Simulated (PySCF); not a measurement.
**Calculated NMR data**

- PBE0/pcSseg-1 with gauge-including orbitals
- geometry: GFN2-xTB
- program: PySCF
- rapidly exchanging positions averaged, one computed conformer, non-relativistic Hamiltonian, isolated molecule

Shifts are taken against calculated references (same method and geometry level): TMS for $^{1}$H (σref 31.72) and $^{13}$C (σref 186.93). Where no couplings were computed, multiplicities follow the n + 1 count of equivalent neighbours, and m marks all less simple cases (inequivalent or close neighbours, rings, F or P nearby). Shifts are as computed. Against solution values, carbons near 30 ppm lie about +3 ppm off and those near 130 ppm about +5 ppm; carbons on Cl a further +6 ppm. Of 1211 compounds with measured shifts, 218 miss one by over three times the rms of a fit or turn the order of signals round; such compounds aren't used in these exercises. Carbons bonded to Cl come out too deshielded.

**1.** SMILES C=C(Cl)[SiH2]O[SiH2][SiH2]C, C3H11ClOSi3. $^{1}$H NMR (600 MHz, computed): δ 6.24 (br s, 1H), 5.98 (br s, 1H), 5.70 (t, 2H), 5.06 (s, 2H), 4.31 (m, 2H), -0.04 (t, 3H). $^{13}$C{$^{1}$H} NMR (computed): δ 155.2, 134.7, -11.0.

**2.** `COC(=C)OC(=O)CC`, C6H10O3. $^{1}$H NMR (600 MHz, computed): δ 4.47 (br s, 1H), 4.21 (br s, 1H), 3.73 (s, 3H), 2.42 (q, 2H), 1.19 (t, 3H). $^{13}$C{$^{1}$H} NMR (computed): δ 176.3 (C), 162.8 (C), 80.0 (CH2), 54.5 (CH3), 31.4 (CH2), 10.5 (CH3).
